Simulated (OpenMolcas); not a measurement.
Computed levels of 4d in ions with 37 electrons, in cm-1 above ²D_3/2.

| Property | Result |
| --- | --- |
| Program | OpenMolcas |
| Method | SS-CASPT2, IPEA 0.25 Eh, imaginary shift 0.1 Eh |
| Basis | ANO-R2 |
| Scalar Hamiltonian | X2C, finite nucleus |
| Spin-orbit coupling | state interaction with AMFI integrals over the reference wave functions, term energies averaged over their components |

Active space for each ion: 1 electron in 10 orbitals (4d 5d); closed shells correlated by CASPT2: 4s 4p.

```csv
Level,Nb4+,Tc6+,Ru7+
²D_5/2,1810,3282,4201
```

**Question.** Estimate ²D_5/2 for Mo5+ from its neighbours Nb4+ and Tc6+.

**Answer.** ²D_5/2 is fine structure, which grows about as the fourth power of a screened charge, so the fourth roots are averaged: ((1810^0.25 + 3282^0.25) / 2)^4 = 2464. The calculation gives 2538, so the estimate is off by -2.9 %; the measured value is 2584 (Sugar and Musgrove, J. Phys. Chem. Ref. Data 17, 155 (1988)).

With one active electron outside closed inactive shells, the extra shells (5d) add no correlation to the reference. With one active electron, CASPT2 adds the correlation within the correlated inactive shells and between them and that electron, and leaves the splitting within a term as the reference gives it. Computed and measured levels are paired by configuration, term and J; levels that our copy of the source lacks, or whose pairing is in doubt (as where it misses far off the trend of its configuration), stay unpaired and out of the deviations. Levels of configurations outside the active space are missing.
